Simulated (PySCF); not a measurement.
# Working out the ionisation energy of Pt²⁺

Pt²⁺ [Xe] 4f14 5d8 (3F) → Pt³⁺ [Xe] 4f14 5d7 (4F). Calculation: PySCF 2.14, in def2-TZVP with the def2 core potential (60 electrons); scalar relativity through the core potential. Frozen: 5s2 5p6. Energies in hartree (1 hartree = 27.21139 eV):

| part | Pt²⁺ (lower) | Pt³⁺ (upper) |
| --- | --- | --- |
| UHF | -117.497273 | -116.424172 |
| MP2 opposite-spin | -0.085850 | -0.052074 |
| MP2 same-spin | -0.048382 | -0.037514 |

Task: What does Hartree-Fock give?

Result: (-116.424172) − (-117.497273) = 1.073101 hartree = 29.201 eV.

Task: What do MP2 and SCS-MP2 (6/5 opposite-spin, 1/3 same-spin) give?

Result: The opposite-spin parts differ by 0.919 eV and the same-spin parts by 0.296 eV. MP2: 29.201 + (0.919) + (0.296) = 30.416 eV. SCS-MP2: 29.201 + 1.2 × (0.919) + (0.296)/3 = 30.402 eV.

Reference: 29 ± 1.6 eV (theoretical estimate listed by NIST; NIST Atomic Spectra Database, ionization energies), between the lowest levels; spin-orbit coupling is absent from the calculation.

What remains against the reference includes basis incompleteness, the frozen core and correlation beyond second order.
